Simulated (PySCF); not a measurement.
A made-up structure of AlH3SeO, singlet:

```csv
atom,x (Å),y (Å),z (Å)
O1,-0.9722,-1.1710,-0.2857
Al2,0.1782,0.3132,-0.5523
Se3,1.2634,1.3272,1.5640
H4,-1.4782,-1.6748,-1.0831
H5,0.5109,0.9902,-2.1495
H6,0.4980,0.2153,2.5065
```

It is relaxed with PBE-D4/def2-SVP and then PBE0-D4/def2-TZVP (PySCF 2.14 with density fitting (its default auxiliary sets; JK sets also for MP2 and CCSD(T))). Atoms count as bonded within 1.22 times the sum of their covalent radii (H–H: 0.88 Å). The end point is not checked to be a true minimum.

Question: Does its bonding change? (A judgement: the text doesn't fix the answer.)

Answer: By the calculation: No: no bond forms or breaks.

Where it ends: The first stage lowers the energy by 1.18 eV in 12 steps. It ends as AlH₃SeO ([OH][AlH][SeH]):
```
6
angstrom
O -0.8511 -1.0316 -0.2161
Al 0.1835 0.2855 -0.4646
Se 1.1747 1.1834 1.4173
H -1.3128 -1.4794 -0.9232
H 0.4728 0.8867 -1.8936
H 0.4882 0.1968 2.2634
```

Labels in which every atom is bracketed show which atoms are joined, not bond orders.

For scale, one of the runs: PBE0-D4/def2-TZVP relaxation, 134 basis functions, launched by `OMP_NUM_THREADS=2 python run.py`. The run took 57 s on 2 CPU threads of a Oxide Virtual Turin-like (shared host), with 1.2 GiB of host memory at its peak.
